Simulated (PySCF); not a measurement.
## Two-component Hartree-Fock for Gd³¹⁺ (gadolinium, charge +31)

Start: [Ar] 3d10 4s2 4p3; 4p1/2 filled at m_j = -1/2, +1/2; 4p3/2 filled at m_j = +3/2. Calculated with PySCF 2.14 in an uncontracted even-tempered set (17 s from 2.9 bohr⁻², ratio 2.8; 13 p from 3.8 bohr⁻², ratio 2.8; 8 d from 6.8 bohr⁻², ratio 2.8; 4 f from 18 bohr⁻², ratio 3): generalised Hartree-Fock with the X2C-1e Hamiltonian and a Gaussian nucleus; one run each with spin-orbit coupling (SO) switched off, then screened by Boettger's factors.

```json
{"spinor shell": "1s1/2", "electrons": "2", "ε, spin-free (eV)": "-51670.5", "ε, screened SO (eV)": "-51658.7", "weight of nominal j (screened SO)": "1.000", "rms radius, screened SO (bohr)": "0.0249"}
{"spinor shell": "2s1/2", "electrons": "2", "ε, spin-free (eV)": "-9616.7", "ε, screened SO (eV)": "-9611.9", "weight of nominal j (screened SO)": "1.000", "rms radius, screened SO (bohr)": "0.101"}
{"spinor shell": "2p1/2", "electrons": "2", "ε, spin-free (eV)": "-8682.6", "ε, screened SO (eV)": "-9173.5", "weight of nominal j (screened SO)": "1.000", "rms radius, screened SO (bohr)": "0.0863"}
{"spinor shell": "2p3/2", "electrons": "4", "ε, spin-free (eV)": "-8682.6", "ε, screened SO (eV)": "-8469.5", "weight of nominal j (screened SO)": "1.000", "rms radius, screened SO (bohr)": "0.0926"}
{"spinor shell": "3s1/2", "electrons": "2", "ε, spin-free (eV)": "-3030.2", "ε, screened SO (eV)": "-3027.6", "weight of nominal j (screened SO)": "1.000", "rms radius, screened SO (bohr)": "0.257"}
{"spinor shell": "3p1/2", "electrons": "2", "ε, spin-free (eV)": "-2732.6", "ε, screened SO (eV)": "-2838.8", "weight of nominal j (screened SO)": "1.000", "rms radius, screened SO (bohr)": "0.248"}
{"spinor shell": "3p3/2", "electrons": "4", "ε, spin-free (eV)": "-2732.6", "ε, screened SO (eV)": "-2684.0", "weight of nominal j (screened SO)": "1.000", "rms radius, screened SO (bohr)": "0.261"}
{"spinor shell": "3d3/2", "electrons": "4", "ε, spin-free (eV)": "-2348.5", "ε, screened SO (eV)": "-2366.6", "weight of nominal j (screened SO)": "1.000", "rms radius, screened SO (bohr)": "0.232"}
{"spinor shell": "4s1/2", "electrons": "2", "ε, spin-free (eV)": "-1346.6", "ε, screened SO (eV)": "-1345.6", "weight of nominal j (screened SO)": "1.000", "rms radius, screened SO (bohr)": "0.548"}
{"spinor shell": "4p1/2", "electrons": "2", "ε, spin-free (eV)": "-1247.9", "ε, screened SO (eV)": "-1271.8", "weight of nominal j (screened SO)": "0.997", "rms radius, screened SO (bohr)": "0.548"}
{"spinor shell": "4p3/2", "electrons": "1", "ε, spin-free (eV)": "-1247.9", "ε, screened SO (eV)": "-1229.2", "weight of nominal j (screened SO)": "1.000", "rms radius, screened SO (bohr)": "0.569"}
```

Where does 3d5/2 lie, and what is the 3d spin-orbit splitting (screened SO)?

At -2332.9 eV, 33.678 eV above 3d3/2.

```json
{"quantity": "E (hartree)", "spin-free": "-10750.91374", "screened SO": "-10759.43590"}
{"quantity": "M_J", "spin-free": "3/2", "screened SO": "3/2"}
{"quantity": "⟨J²⟩", "spin-free": "3.750", "screened SO": "3.751"}
{"quantity": "⟨L²⟩", "spin-free": "0.000", "screened SO": "2.355"}
{"quantity": "⟨S²⟩", "spin-free": "3.750", "screened SO": "1.628"}
```

Each row is a mean over spinors that exchange with the open shell spreads, by up to 12.501 eV (4s1/2).

Breit and QED terms are absent; they matter most for the inner s and p1/2 levels.

Densities and radii are taken from the X2C orbitals without a picture-change correction, which distorts them close to the nucleus.

Without spin-orbit coupling the j labels of p, d and f shells carry no meaning; the spin-free column gives the mean over the occupied spinors of each nl shell.
